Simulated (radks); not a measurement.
Valence configurations of Kr IV (all share [Ar]). All-electron calculation, Dirac Kohn-Sham, LDA (Slater exchange, Perdew-Wang correlation), spin-unpolarised, spherical densities, finite nucleus; open shells fill j = l - 1/2 first; Fermi nuclear charge, rms radius 4.1884 fm. Program: a radial shooting solver on a logarithmic mesh with Libxc functionals. Energies are relative to 3d10 4s2 4p3; eigenvalues in eV.

valence,E (eV),e(3d3/2),e(3d5/2),e(4p1/2),e(4p3/2),e(4s1/2)
3d10 4s2 4p3,0.000,-122.59,-121.28,-44.066,-43.155,-59.218
3d8 4s2 4p5,179.94,-152.11,-150.67,-49.629,-48.515,-66.147
3d10 4p5,32.376,-125.59,-124.28,-45.463,-44.519,-
3d9.5 4p5.5,73.692,-132.71,-131.37,-46.830,-45.837,-
3d8.5 4s1 4p5.5,147.73,-145.95,-144.54,-48.902,-47.824,-65.188
3d7 4s2 4p6,288.42,-167.53,-166.02,-52.342,-51.126,-69.477
3d9 4s2 4p4,83.963,-137.12,-135.75,-46.874,-45.863,-62.731
3d9.5 4s2 4p3.5,40.512,-129.80,-128.46,-45.478,-44.517,-60.988
3d10 4s1 4p4,16.126,-124.11,-122.80,-44.775,-43.848,-60.036
3d9.5 4s1.5 4p4,48.762,-130.54,-129.20,-45.823,-44.854,-61.386

NIST lists [Ar] 3d10 4s2 4p3 as the ground configuration; this level of theory agrees among the configurations tried. The energies are those of spherical spin-averaged densities, not of single terms.
